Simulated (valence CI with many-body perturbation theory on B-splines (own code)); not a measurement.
Which ion has this spectrum?

A relativistic CI+MBPT calculation for an atom or ion with 32 electrons gives these levels (Ry):

```tsv
J	Parity	E	g
0	even	0.000	
1	even	9.677	1.50
2	even	10.023	1.17
2	odd	17.705	1.55
1	odd	18.889	1.08
2	even	19.963	1.32
0	even	20.710	
2	odd	22.234	0.76
1	odd	23.731	0.85
2	odd	24.998	1.32
3	odd	25.107	1.12
2	odd	27.244	1.51
3	odd	27.882	1.31
0	odd	28.304
```

The energies are calculated, and their last digits are not significant.

Problem. Which is it?
A. Au47+
B. Pb50+
C. Hg48+
D. Tl49+

Solution. A. Au47+, ground level (4s^2 4p1/2^2) J=0.
